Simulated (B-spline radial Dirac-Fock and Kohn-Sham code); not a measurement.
**Relativistic shifts of the levels of Ru⁴⁺**

System: ruthenium as Ru⁴⁺, 1s2 2s2 2p6 3s2 3p6 3d10 4s2 4p6 4d4.

Both columns are ΔSCF binding energies of the configuration average from a radial B-spline solver: non-relativistic Hartree-Fock with a point nucleus, and Dirac-Fock with a finite nucleus and the Coulomb interaction alone, averaged over the two j levels with weights 2j+1.

```
shell  Hartree-Fock (eV)  Dirac-Fock (eV)  shift (eV)  shift (%)
   1s            21645.8          22246.5     +600.67      +2.77
   2s             3160.3           3303.3     +143.04      +4.53
   2p             2914.8           2953.7      +38.90      +1.33
   3s              627.1            655.2      +28.06      +4.47
   3p              529.9            537.7       +7.77      +1.47
   3d              351.6            347.0       -4.64      -1.32
   4s              138.0            142.9       +4.93      +3.58
   4p              105.6            106.7       +1.08      +1.03
   4d              58.88            58.21       -0.67      -1.14
```

Relativity binds 1s, 2s, 2p, 3s, 3p, 4s, 4p more strongly, among those listed most of all 2s in relative terms, and 3d, 4d more weakly, because the contracted s and p shells screen the nucleus better.

Values without a named source are computed, but for edge energies of neutral atoms, which are taken from tables.
